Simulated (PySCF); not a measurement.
H2IMgN, SMILES [NH2][Mg][I]. Atoms are numbered in the order given.

```xyz
5

Mg     0.0000     0.0000    -1.5768
I      0.0000     0.0000     0.9656
N      0.0000     0.0000    -3.4514
H      0.0000    -0.8131    -4.0482
H      0.0000     0.8131    -4.0482
```

Geometry: PBE0-D3(BJ)/def2-TZVP. The def2 effective core potentials stand for the cores of I; spin–orbit coupling is left out. One conformer was computed; it need not be the lowest.

These are PySCF with HF/def2-TZVPD values and carry that method's errors.

Mulliken values depend strongly on the basis, most of all with diffuse functions as here. ESP charges are fitted to the potential on shells at 1.4 to 2.0 van der Waals radii. Atomic charges (e):

```tsv
atom	Mulliken	ESP fit
Mg1	0.73	[?]
I2	-0.36	[?]
N3	-0.61	[?]
H4	0.12	[?]
H5	0.12	[?]
```

Some entries are withheld; supply them. (Estimate from the structure and the level; the computed values follow.)


- Mg1, ESP fit: 1.07
- I2, ESP fit: -0.46
- N3, ESP fit: -1.46
- H4, ESP fit: 0.42
- H5, ESP fit: 0.42
